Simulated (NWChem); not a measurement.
# C2H4BFO2; SMILES B(C(=O)O)(C)F

```xyz
10

C     -1.0964    -1.6516     0.4790
B      0.0755    -0.7598    -0.0164
F      1.2023    -1.2753    -0.4832
C     -0.0650     0.8401    -0.0618
O     -0.9412     1.3867    -0.6878
O      0.8581     1.5160     0.6325
H     -1.2862    -1.4591     1.5495
H     -0.9186    -2.7264     0.3377
H     -2.0205    -1.3527    -0.0431
H      0.6601     2.4628     0.5257
```
Atoms are numbered in this order, from 1.

All runs use the structure optimised with PBE0/def2-SVP.

Problem. List the 4 lowest vertical singlet excitations from PBE/def2-SVP, full TDDFT (NWChem).

Solution. 
```tsv
state	energy (eV)	oscillator strength	leading excitation (squared amplitude)
S1	4.36	0.014	HOMO → LUMO (0.99)
S2	5.90	0.002	HOMO → LUMO+1 (0.88)
S3	6.11	0.007	HOMO−1 → LUMO (0.68)
S4	6.30	0.008	HOMO−2 → LUMO (0.89)
```
